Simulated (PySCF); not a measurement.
Isomers of C7H14NOP, mass 159.081 u with the commonest isotopes. Method used: PBE0/pcSseg-1 in PySCF (dipole) on a GFN2-xTB geometry, gas phase. One conformer each, none proved a minimum here; rigid rotors.

**Question.** Order these by rotational constant A, smallest first.
A. `[CH3:1][P:2]([CH2:3][CH2:4][C:5]#[N:6])[CH2:7][CH2:8][CH2:9][OH:10]` with C1–P2–C3–C4 -80°, P2–C3–C4–C5 -177°, C1–P2–C7–C8 76°, P2–C7–C8–C9 178°, C7–C8–C9–O10 65°
B. `[CH3:1][C:2](=[O:3])[CH2:4]/[P:5]=[C:6](/[CH3:7])[N:8]([CH3:9])[CH3:10]` with C1–C2–C4–P5 -75°, C2–C4–P5–C6 -57°
C. `[CH3:1][CH2:2][C:3]([CH3:4])([CH3:5])[P@H:6](=[O:7])[CH2:8][C:9]#[N:10]` with C1–C2–C3–C4 -175°, C2–C3–P6–O7 -40°, C3–P6–C8–C9 -53°

**Answer.** B (1468 MHz), C (1644 MHz), A (2350 MHz).

**Question.** Order these by out-of-plane moment Σ m c² = (Ia + Ib − Ic)/2, largest first.
A. `[CH3:1][C:2](=[O:3])[CH2:4]/[P:5]=[C:6](/[CH3:7])[N:8]([CH3:9])[CH3:10]` with C1–C2–C4–P5 -75°, C2–C4–P5–C6 -57°
B. `[CH3:1][CH2:2][C:3]([CH3:4])([CH3:5])[P@H:6](=[O:7])[CH2:8][C:9]#[N:10]` with C1–C2–C3–C4 -175°, C2–C3–P6–O7 -40°, C3–P6–C8–C9 -53°
C. `[CH3:1][P:2]([CH2:3][CH2:4][C:5]#[N:6])[CH2:7][CH2:8][CH2:9][OH:10]` with C1–P2–C3–C4 -80°, P2–C3–C4–C5 -177°, C1–P2–C7–C8 76°, P2–C7–C8–C9 178°, C7–C8–C9–O10 65°

**Answer.** A (110.50 u·Å²), B (95.93 u·Å²), C (61.42 u·Å²).

**Question.** Order these by rotational constant C, largest first.
A. `[CH3:1][CH2:2][C:3]([CH3:4])([CH3:5])[P@H:6](=[O:7])[CH2:8][C:9]#[N:10]` with C1–C2–C3–C4 -175°, C2–C3–P6–O7 -40°, C3–P6–C8–C9 -53°
B. `[CH3:1][C:2](=[O:3])[CH2:4]/[P:5]=[C:6](/[CH3:7])[N:8]([CH3:9])[CH3:10]` with C1–C2–C4–P5 -75°, C2–C4–P5–C6 -57°
C. `[CH3:1][P:2]([CH2:3][CH2:4][C:5]#[N:6])[CH2:7][CH2:8][CH2:9][OH:10]` with C1–P2–C3–C4 -80°, P2–C3–C4–C5 -177°, C1–P2–C7–C8 76°, P2–C7–C8–C9 178°, C7–C8–C9–O10 65°

**Answer.** B (752.8 MHz), A (723.3 MHz), C (369.9 MHz).

```
                SMILES  point group  Ia (u·Å²)  Ib (u·Å²)  Ic (u·Å²)      κ  μa (D)  μb (D)  μc (D)
         CP(CCC#N)CCCO           C1     215.08    1273.90    1366.13  -0.97    4.89    1.41    0.55
  CC(=O)C/P=C(/C)N(C)C           C1     344.37     547.96     671.32  -0.53    1.90    0.56    0.33
CCC(C)(C)[P@H](=O)CC#N           C1     307.34     583.22     698.70  -0.69    1.28    0.92    0.44
```
